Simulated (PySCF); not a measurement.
Species: C3H12GeSi.
SMILES: `CC(C)[SiH2][GeH3]`

Torsions of this conformer, `[CH3:1][CH:2]([CH3:3])[SiH2:4][GeH3:5]`: C1–C2–Si4–Ge5 -63°.

The closed-shell ground state was solved at several levels (PySCF, density fitting, gas phase). One conformer (not necessarily the lowest) at the PBE0-D3(BJ)/def2-SVP geometry, without solvent, vibrations or thermal averaging. Relativistic effects, spin–orbit coupling among them, are left out although an element past zinc is present.

```json
{"level": "HF/pcSseg-1", "basis functions": "176", "HOMO (eV)": "-10.46", "LUMO (eV)": "3.44", "gap (eV)": "13.90", "dipole (D)": "1.15"}
{"level": "PBE0/pcSseg-1", "basis functions": "176", "HOMO (eV)": "-7.87", "LUMO (eV)": "0.33", "gap (eV)": "8.20", "dipole (D)": "1.13"}
```

(1) What might CAM-B3LYP/def2-SVPD (218 basis functions) give for the same quantities?

(2) Over all these levels, which gives the widest orbital gap and which the narrowest?

(3) How far do the dipole and the HOMO energy spread over the levels?

## Answers

(1) HOMO -9.05 eV, LUMO 0.90 eV, gap 9.95 eV, dipole 1.11 D.

(2) HF/pcSseg-1 (Hartree–Fock, all exact exchange) has the widest, 13.90 eV, and PBE0/pcSseg-1 (global hybrid, 25 % exact exchange) the narrowest, 8.20 eV. The two share the basis. From the narrowest to the widest the HOMO moves by -2.59 eV and the LUMO by +3.11 eV. The HOMO need not be the same orbital at Hartree–Fock and at DFT levels.

(3) The dipole runs from 1.11 to 1.15 D (mean 1.13 D) and the HOMO from -10.46 to -7.87 eV.
